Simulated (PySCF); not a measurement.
NICS in isomers of C7H9FN2.

NICS is the negative of the GIAO shielding at a point without a nucleus: at the ring centre (0) and 1 Å above and below it (1); zz is the component along the ring normal. Level: GIAO PBE0/pcSseg-1 (PySCF, non-relativistic, gas phase) on the GFN2-xTB geometries, one conformer each. Atom numbers follow the mapped SMILES.

Task: Order these rings by mean NICS(1)zz, lowest (most negative) first (ppm).
A. ring C4–C5–N6–N7–C8–C10 in `[CH3:1][CH:2]([CH3:3])[c:4]1[cH:5][n:6][n:7][c:8]([F:9])[cH:10]1`
B. ring C4–C5–C6–C7–C9–C10 in `[CH3:1][NH:2][NH:3][c:4]1[cH:5][cH:6][c:7]([F:8])[cH:9][cH:10]1`
C. ring C5–C6–N7–C8–N9–C10 in `[CH3:1][CH2:2][C@@H:3]([F:4])[c:5]1[cH:6][n:7][cH:8][n:9][cH:10]1`

Result: C (-27.9), A (-26.4), B (-25.0).

| SMILES | ring | NICS(0) | NICS(1) | NICS(1)zz | HOMA | rms pucker (Å) | ring atoms with four or more neighbours |
| --- | --- | --- | --- | --- | --- | --- | --- |
| CC[C@@H](F)c1cncnc1 | 6-membered ring with 2 N; formal bonds all aromatic | -6.4 | -10.9 | -27.9 | 0.99 | 0.00 | 0 |
| CC(C)c1cnnc(F)c1 | 6-membered ring with 2 N; formal bonds all aromatic | -7.2 | -11.3 | -26.4 | 0.97 | 0.00 | 0 |
| CNNc1ccc(F)cc1 | 6-membered carbocycle; formal bonds all aromatic | -10.0 | -10.6 | -25.0 | 0.99 | 0.00 | 0 |

NICS(0) gives another order. The isotropic NICS(1) gives another order. HOMA uses Krygowski's 1993 parameters. NICS(1) and NICS(1)zz are means over the two faces.
